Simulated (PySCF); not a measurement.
**Basis-set dependence of population analyses: `F[C@@H]1C[SiH2]1`**

Species: C₂H₅FSi.
Z-matrix (Å and degrees, PBE0-D3(BJ)/def2-SVP geometry), rows numbered from 1:
```
F 
C   1  1.3632
C   2  1.5191  1  116.36
Si  3  1.8723  2   66.27  1  -115.23
H   2  1.0990  1  111.25  3   135.06
H   3  1.0973  2  113.39  4   106.72
H   3  1.0955  2  118.26  4  -117.68
H   4  1.4819  2  118.65  3  -100.64
H   4  1.4844  2  119.50  3   106.32
```

PBE0 throughout (PySCF), one geometry, spherical d and f functions. Isolated species at its PBE0-D3(BJ)/def2-SVP geometry, gas phase. The first 7 of 9 kinds of atom are listed.

Mulliken charges (e):

| basis | functions | F1 | C2 | C3 | Si4 | H5 | H6 | H7 |
| --- | --- | --- | --- | --- | --- | --- | --- | --- |
| STO-3G | 29 | -0.106 | -0.119 | -0.322 | +0.515 | +0.068 | +0.078 | +0.075 |
| 6-31G | 50 | -0.319 | -0.076 | -0.624 | +0.558 | +0.189 | +0.231 | +0.206 |
| pcSseg-0 | 50 | -0.357 | -0.273 | -0.897 | +0.753 | +0.268 | +0.298 | +0.280 |
| 6-31G* | 70 | -0.320 | +0.065 | -0.577 | +0.302 | +0.180 | +0.225 | +0.207 |
| def2-SVP | 85 | -0.248 | +0.067 | -0.276 | +0.283 | +0.067 | +0.103 | +0.091 |
| cc-pVDZ | 85 | -0.218 | +0.096 | -0.187 | +0.166 | +0.045 | +0.080 | +0.068 |
| pcSseg-1 | 100 | -0.307 | +0.004 | -0.485 | +0.450 | +0.129 | +0.170 | +0.160 |
| aug-cc-pVDZ | 141 | -0.503 | +0.995 | +0.538 | -0.372 | -0.408 | -0.358 | -0.379 |
| 6-311+G(2d,p) | 146 | -0.279 | -0.034 | -0.382 | +0.376 | +0.122 | +0.152 | +0.122 |
| def2-TZVP | 160 | -0.212 | +0.032 | -0.351 | +0.137 | +0.104 | +0.143 | +0.138 |
| cc-pVTZ | 194 | -0.211 | +0.087 | -0.299 | +0.130 | +0.082 | +0.117 | +0.113 |
| IGLO-III | 199 | -0.281 | -0.009 | -0.453 | +0.668 | +0.103 | +0.151 | +0.117 |

IAO charges (e):

| basis | functions | F1 | C2 | C3 | Si4 | H5 | H6 | H7 |
| --- | --- | --- | --- | --- | --- | --- | --- | --- |
| STO-3G | 29 | -0.131 | -0.213 | -0.529 | +0.690 | +0.114 | +0.134 | +0.130 |
| 6-31G | 50 | -0.281 | -0.072 | -0.527 | +0.484 | +0.156 | +0.179 | +0.169 |
| pcSseg-0 | 50 | -0.266 | -0.088 | -0.542 | +0.496 | +0.156 | +0.180 | +0.169 |
| 6-31G* | 70 | -0.293 | -0.054 | -0.538 | +0.585 | +0.143 | +0.171 | +0.161 |
| def2-SVP | 85 | -0.295 | -0.055 | -0.536 | +0.600 | +0.142 | +0.168 | +0.158 |
| cc-pVDZ | 85 | -0.294 | -0.054 | -0.540 | +0.580 | +0.146 | +0.171 | +0.161 |
| pcSseg-1 | 100 | -0.303 | -0.060 | -0.543 | +0.608 | +0.146 | +0.171 | +0.160 |
| aug-cc-pVDZ | 141 | -0.310 | -0.055 | -0.548 | +0.586 | +0.152 | +0.176 | +0.166 |
| 6-311+G(2d,p) | 146 | -0.312 | -0.064 | -0.558 | +0.621 | +0.152 | +0.177 | +0.167 |
| def2-TZVP | 160 | -0.310 | -0.062 | -0.561 | +0.626 | +0.151 | +0.177 | +0.166 |
| cc-pVTZ | 194 | -0.307 | -0.059 | -0.558 | +0.610 | +0.151 | +0.177 | +0.167 |
| IGLO-III | 199 | -0.312 | -0.065 | -0.562 | +0.629 | +0.152 | +0.177 | +0.167 |

Q: Which scheme is steadiest as the basis changes?

A: Largest range over the bases for any column: IAO 0.21 e, Mulliken 1.44 e. IAO charges move least and Mulliken charges most, counted in e. Without the minimal STO-3G basis the ranges are IAO 0.14, Mulliken 1.44 e.

Q: How much do the charges still move between the two largest bases, cc-pVTZ and IGLO-III?

A: At most, over all atoms: Mulliken 0.538 e, IAO 0.018 e.

Q: What do the same runs give for the total energy, the frontier levels and the dipole moment?

A: 
| basis | energy (Eh) | HOMO (eV) | LUMO (eV) | μ (D) |
| --- | --- | --- | --- | --- |
| STO-3G | -462.4622 | -3.84 | 5.81 | 1.27 |
| 6-31G | -468.0835 | -7.00 | 0.48 | 1.84 |
| pcSseg-0 | -467.4148 | -7.26 | 0.37 | 2.00 |
| 6-31G* | -468.1540 | -6.77 | 0.43 | 1.49 |
| def2-SVP | -467.9539 | -6.94 | 0.41 | 1.62 |
| cc-pVDZ | -468.1828 | -6.86 | 0.42 | 1.54 |
| pcSseg-1 | -468.1520 | -7.02 | 0.15 | 1.76 |
| aug-cc-pVDZ | -468.2001 | -7.01 | -0.24 | 1.75 |
| 6-311+G(2d,p) | -468.2458 | -7.03 | -0.26 | 1.82 |
| def2-TZVP | -468.2638 | -6.98 | -0.03 | 1.70 |
| cc-pVTZ | -468.2577 | -6.96 | 0.11 | 1.63 |
| IGLO-III | -468.2683 | -7.01 | 0.10 | 1.76 |

The dipole is fixed by the density alone, so its range of 0.73 D shows that the density itself changes with the basis, not only its division among atoms.
